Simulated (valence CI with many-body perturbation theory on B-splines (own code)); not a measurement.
# N²⁺: calculation against measured levels

Method: configuration interaction combined with many-body perturbation theory (CI+MBPT): three valence electrons over a frozen Dirac-Fock core [He], a basis of 11 s, 11 p, 9 d, 7 f, 5 g, 2 h, 1 i functions for each j, with the one-electron correlation potential Σ1, the two-electron term Σ2, the three-electron term Σ3, Breit, model QED; selected CI, second order for the rest, scaled by the run's own slope (own B-spline code, finite nucleus).

Against 59 measured levels this calculation errs by 57 cm⁻¹ on average and by 133 at most. These come from a selection out of Moore, Selected Tables of Atomic Spectra, NSRDS-NBS 3, section 5. Levels without a partner in it may be off by more.

Measured levels: Moore, Selected Tables of Atomic Spectra, NSRDS-NBS 3, section 5. Pairs share parity and J, and are chosen by configuration, term and nearness in energy; levels without a clear partner are left out. Energies in cm⁻¹ above the measured ground level. The last column is blank where CI alone has no clear partner.

```csv
Computed label,Label in the source,Measured,Computed,Difference,"CI alone, difference"
2s²2p ²P°_1/2,2s2 2p 2P°,0,0.0,0,0
2s²2p ²P°_3/2,2s2 2p 2P°,174.4,174.1,0,+26
2s2p² ⁴P_3/2,2s 2p2 4P,57246.8,57194.8,-52,+470
2s2p² ⁴P_5/2,2s 2p2 4P,57327.9,57275.4,-52,+501
2s2p² ²D_5/2,2s 2p2 2D,101023.9,101078.0,+54,+812
2s2p² ²D_3/2,2s 2p2 2D,101030.6,101084.6,+54,+802
2s2p² ²S_1/2,2s 2p2 2S,131004.3,131130.4,+126,+757
2s2p² ²P_1/2,2s 2p2 2P,145875.7,146008.8,+133,+1786
2s2p² ²P_3/2,2s 2p2 2P,145985.8,146117.4,+132,+1810
2p³ ⁴S°_3/2,2p3 4S°,186797.1,186824.6,+28,+2218
2p³ ²D°_5/2,2p3 2D°,203074.6,203130.9,+56,+1791
2p³ ²D°_3/2,2p3 2D°,203088.9,203147.2,+58,+1773
2s²3s ²S_1/2,2s2 3s 2S,221302.2,221260.5,-42,-725
2p³ ²P°_1/2,2p3 2P°,230404.3,230526.2,+122,+1810
2p³ ²P°_3/2,2p3 2P°,230408.6,230529.8,+121,+1816
2s²3p ²P°_1/2,2s2 3p 2P°,245665.4,245612.5,-53,-657
2s²3p ²P°_3/2,2s2 3p 2P°,245701.3,245648.5,-53,-651
2s²3d ²D_3/2,2s2 3d 2D,267238.4,267198.3,-40,-806
2s²3d ²D_5/2,2s2 3d 2D,267244,267204.2,-40,-805
2s2p3s ⁴P°_1/2,2s 2p(3P°) 3s 4P°,287529.4,287473.9,-55,-220
2s2p3s ⁴P°_3/2,2s 2p(3P°) 3s 4P°,287591.5,287536.5,-55,-202
2s2p3s ⁴P°_5/2,2s 2p(3P°) 3s 4P°,287706.9,287652.0,-55,-183
2s2p3s ²P°_1/2,2s 2p(3P°) 3s 2P°,297151.2,297114.3,-37,-189
2s2p3s ²P°_3/2,2s 2p(3P°) 3s 2P°,297264.4,297228.0,-36,-168
2s²4s ²S_1/2,2s2 4s 2S,301082.6,301002.1,-81,-824
2s2p3p ²P_1/2,2s 2p(3P°) 3p 2P,309131.2,309080.0,-51,-10
2s2p3p ²P_3/2,2s 2p(3P°) 3p 2P,309185.2,309134.0,-51,+4
2s2p3p ⁴D_1/2,2s 2p(3P°) 3p 4D,309656.2,309603.9,-52,-97
2s2p3p ⁴D_3/2,2s 2p(3P°) 3p 4D,309691.8,309639.7,-52,-90
2s2p3p ⁴D_5/2,2s 2p(3P°) 3p 4D,309753.5,309701.9,-52,-77
2s2p3p ⁴D_7/2,2s 2p(3P°) 3p 4D,309849.8,309798.3,-51,-61
2s²4p ²P°_1/2,2s2 4p 2P°,311690.3,311614.6,-76,-745
2s²4p ²P°_3/2,2s2 4p 2P°,311715.2,311639.3,-76,-740
2s2p3p ⁴S_3/2,2s 2p(3P°) 3p 4S,314217.3,314168.0,-49,-76
2s2p3p ⁴P_3/2,2s 2p(3P°) 3p 4P,317336.2,317257.1,-79,-102
2s2p3p ⁴P_5/2,2s 2p(3P°) 3p 4P,317395.2,317315.8,-79,-86
2s²4d ²D_3/2,2s2 4d 2D,317747.7,317696.0,-52,-707
2s²4d ²D_5/2,2s2 4d 2D,317779.5,317727.6,-52,-713
2s²4f ²F°_5/2,2s2 4f 2F°,320287.2,320305.0,+18,-779
2s²4f ²F°_7/2,2s2 4f 2F°,320288.3,320305.6,+17,-779
2s2p3p ²D_3/2,2s 2p(3P°) 3p 2D,320978.2,320951.7,-26,-145
2s2p3p ²D_5/2,2s 2p(3P°) 3p 2D,321066.8,321040.0,-27,-119
2s2p3p ²S_1/2,2s 2p(3P°) 3p 2S,327058,327081.4,+23,-6
2s2p3d ⁴F°_5/2,2s 2p(3P°) 3d 4F°,330266.5,330219.9,-47,-281
2s2p3d ⁴F°_7/2,2s 2p(3P°) 3d 4F°,330318.5,330271.8,-47,-268
2s2p3d ⁴F°_9/2,2s 2p(3P°) 3d 4F°,330389.9,330343.3,-47,-255
2s2p3d ⁴D°_1/2,2s 2p(3P°) 3d 4D°,332791.3,332725.3,-66,-236
2s2p3d ⁴D°_3/2,2s 2p(3P°) 3d 4D°,332804.4,332738.8,-66,-234
2s2p3d ⁴D°_5/2,2s 2p(3P°) 3d 4D°,332826,332760.3,-66,-231
2s2p3d ⁴D°_7/2,2s 2p(3P°) 3d 4D°,332854,332788.5,-65,-222
2s²5s ²S_1/2,2s2 5s 2S,333712,333654.2,-58,-793
2s2p3d ⁴P°_5/2,2s 2p(3P°) 3d 4P°,336206.9,336146.1,-61,-236
2s2p3d ⁴P°_3/2,2s 2p(3P°) 3d 4P°,336261.6,336200.6,-61,-229
2s2p3d ⁴P°_1/2,2s 2p(3P°) 3d 4P°,336296.6,336235.7,-61,-227
2s²5p ²P°_1/2,2s2 5p 2P°,338153.9,338088.9,-65,-810
2s²5p ²P°_3/2,2s2 5p 2P°,338162.1,338097.2,-65,-809
2s2p3d ²F°_5/2,2s 2p(3P°) 3d 2F°,339744.6,339726.2,-18,-195
2s2p3d ²F°_7/2,2s 2p(3P°) 3d 2F°,339855.5,339836.6,-19,-173
2s²5d ²D_3/2,2s2 5d 2D,341947.7,341886.8,-61,-843
2s²5d ²D_5/2,2s2 5d 2D,341948.8,341888.2,-61,-843
```

Over 59 excited levels the mean absolute difference is 57 cm⁻¹, the median 53 and the largest 133. For the 59 levels that pair on every rung the mean is CI alone 577, + Σ1 404, + Σ2 96, + Σ3 41, + Breit 56, + QED 57. The comparison draws on a selection of the measured levels: 60 of the 65 computed ones have a partner in it, and others may be off by more.
